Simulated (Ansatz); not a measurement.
Ansatz (a first-principles code) input (B3LYP/def2-TZVPD):

Ansatz 0.2 input:
```yaml
crystal:
  periodic: [false, false, false]
  atoms:
    - {symbol: Si, position_ang: [-0.00000000, 0.00000000, -0.00000000]}
    - {symbol: C, position_ang: [-1.13964076, -0.58790502, 1.37471740]}
    - {symbol: C, position_ang: [1.16907239, 1.30977431, 0.67232606]}
    - {symbol: C, position_ang: [0.99681867, -1.45424606, -0.65251992]}
    - {symbol: C, position_ang: [-1.02625030, 0.73237678, -1.39452354]}
    - {symbol: H, position_ang: [-0.57116551, -1.01976896, 2.20180127]}
    - {symbol: H, position_ang: [-1.73378063, 0.23683714, 1.77538742]}
    - {symbol: H, position_ang: [-1.83277122, -1.35158716, 1.01402633]}
    - {symbol: H, position_ang: [1.78067580, 0.91336018, 1.48628883]}
    - {symbol: H, position_ang: [1.84583891, 1.67209833, -0.10513563]}
    - {symbol: H, position_ang: [0.61806067, 2.16996628, 1.05987498]}
    - {symbol: H, position_ang: [1.60520428, -1.90229378, 0.13669392]}
    - {symbol: H, position_ang: [0.34359856, -2.23411198, -1.05108102]}
    - {symbol: H, position_ang: [1.67036739, -1.14355563, -1.45473054]}
    - {symbol: H, position_ang: [-1.71726256, -0.00664169, -1.80694571]}
    - {symbol: H, position_ang: [-1.61827197, 1.58178261, -1.04558463]}
    - {symbol: H, position_ang: [-0.39049373, 1.08391466, -2.21059523]}
basis:
  gaussian:
    orbitals: def2-TZVPD
hamiltonian:
  xc: {name: B3LYP}
magnetization: {spin_polarized: true, initial_magnetization: 2}
```

Output:

```
Functional definition: B3LYP
integrals: 0.27 GiB planned
1597 factors; their error is unknown
0.45 GiB of the device are held for the grids
1.90 GiB of device memory are held for the factors and their scratch space
mean field: 2.55 GiB planned
mean field evaluation 1: about -12199.5036 eV, gradient 6.4e1 eV
mean field evaluation 2: about -12188.4075 eV, gradient 7.3e1 eV
mean field evaluation 4: about -12216.3747 eV, gradient 1.9e1 eV
mean field evaluation 8: about -12218.5695 eV, gradient 6.0e-1 eV
mean field evaluation 16: about -12218.5238 eV, gradient 2.0e-2 eV
mean field evaluation 32: about -12218.5877 eV, gradient 1.4e-5 eV
mean field evaluation 64: about -12218.5876 eV, gradient 9.2e-2 eV
mean field evaluation 96: about -12217.7554 eV, gradient 1.5e0 eV
mean field evaluation 128: about -12218.5322 eV, gradient 1.3e0 eV
mean field evaluation 160: about -12217.8001 eV, gradient 3.4e-1 eV
mean field -12218.58767200 eV, -449.0248148898 hartree, gradient 6.0e-6 eV, S^2 2.004713; 7 other end points of the search recorded, 0 dependent functions left out
reference -12218.58797024 eV, -449.0248258500 hartree; 26, 24 occupied and 273, 275 virtual orbitals, 1597 factors
Total energy: -12218.58797024 eV, -449.0248258500 hartree
```

This state (charge 0, triplet) is run at the relaxed geometry of the species with charge 0 and multiplicity 1, and is a spin state other than that species' own.
